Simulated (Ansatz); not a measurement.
Computed with Ansatz on PBE0-D4/def2-TZVP structures; ΔE is electronic, products minus reactants. CCSD(T)/CBS adds triple-zeta CCSD(T) − MP2 to the extrapolated MP2 energy (def2 sets, frozen cores). This one scheme is used for every species. DFT in def2-TZVPP. HSE06 is defined as in plane-wave codes. One conformer a species, not always the lowest.

`BOB[SiH3]` + CH₃NH₂ → `CN[SiH3]` + `BOB`  (cleavage of the Si–B bond)

`BOB[SiH3]`:

Cartesian coordinates in Å:
```
B -0.877 -2.140 -0.329
O 0.002 -1.104 -0.172
B -0.359 0.200 0.034
Si 1.056 1.636 0.249
H -2.056 -1.927 -0.286
H -0.416 -3.229 -0.504
H -1.534 0.462 0.081
H 0.858 2.678 -0.799
H 2.450 1.124 0.156
H 0.877 2.302 1.571
```

CH₃NH₂:

```xyz
7

C    -0.387   -0.367   -0.195
N     0.814    0.368    0.162
H    -1.332    0.077    0.151
H    -0.327   -1.380    0.211
H    -0.443   -0.463   -1.282
H     0.891    0.459    1.167
H     0.783    1.307   -0.214
```

`CN[SiH3]`:

Z-matrix (Å, degrees):
```
C
N 1 1.447
H 1 1.093 2 109.5
H 1 1.094 2 110.9 3 -117.8
H 1 1.098 2 113.8 3 120.2
Si 2 1.716 1 123.0 3 -36.9
H 2 1.007 1 113.6 3 170.5
H 6 1.486 2 107.4 1 175.3
H 6 1.488 2 108.6 1 55.3
H 6 1.496 2 115.3 1 -64.3
```

`BOB`:

Z-matrix (Å, degrees):
```
B
O 1 1.366
H 1 1.196 2 117.4
H 1 1.199 2 119.7 3 180.0
B 2 1.365 1 124.6 3 179.9
H 5 1.199 2 119.7 1 -0.1
H 5 1.196 2 117.4 1 180.0
```

```tsv
level	ΔE (kJ/mol)	difference from CCSD(T)/CBS
revPBE-D4	-54.8	13.7
r2SCAN-D4	-64.1	4.4
PBE0-D4	-58.4	10.1
r2SCANh-D4	-65.4	3.1
ωB97X-V	-66.9	1.6
B2PLYP	-71.1	-2.6
PBE	-51.0	17.5
BLYP	-61.3	7.2
r2SCAN0	-67.1	1.4
HSE06	-57.4	11.1
LC-ωPBE	-63.7	4.8
RPA@PBE/def2-TZVPP	-66.4	2.1
CCSD(T)/def2-SVP	-63.4	5.1
MP2/def2-TZVPP	-77.3	-8.8
CCSD(T)/def2-TZVPP	-67.2	1.3
MP2/CBS(def2)	-78.6	-10.1
CCSD(T)/CBS	-68.5	0
```

Largest T1 diagnostic among the species: 0.013.

From BLYP to BHLYP (50 % exact exchange), in def2-TZVPP and without D4, ΔE moves by −13.0 kJ/mol. In def2-TZVPP, CCSD(T) changes the Hartree–Fock value by +13.9 kJ/mol (the triples alone add +1.5 kJ/mol) and MP2 by +3.8 kJ/mol.
